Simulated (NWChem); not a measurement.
System: AlBrF2; SMILES [F][Al]([F])[Br]

NWChem input:

```
start job
memory heap 200 mb stack 900 mb global 1100 mb
geometry units angstroms
  Al    -0.752905     0.431678    -0.496920
  F     -2.200657    -0.312286    -0.676933
  F     -0.613794     1.936613    -1.127581
  Br     0.924440    -0.533293     0.594064
end
basis spherical
  * library def2-svp
end
dft
  xc xpbe96 cpbe96
  disp vdw 4
  iterations 150
end
driver
  maxiter 120
end
task dft optimize
task dft freq
```

This build's default masses of Se (78.918 u) and Br (79.917 u) are each other's, which moves their modes by up to 0.6 %.

The level has its own optimisation; frequencies are unscaled.

### Question
Predict the main results of this run. (PBE-D3(BJ)/def2-SVP.) Quantities: r Al–F (Å); r Al–Br (Å); highest harmonic frequency (cm⁻¹); lowest (cm⁻¹); zero-point energy (kcal/mol); dipole (D).

### Answer
| Property | Result |
|---|---|
| r Al–F (Å) | 1.663 |
| r Al–Br (Å) | 2.231 |
| highest harmonic frequency (cm⁻¹) | 944 |
| lowest (cm⁻¹) | 161 |
| zero-point energy (kcal/mol) | 4.0 |
| dipole (D) | 0.66 |
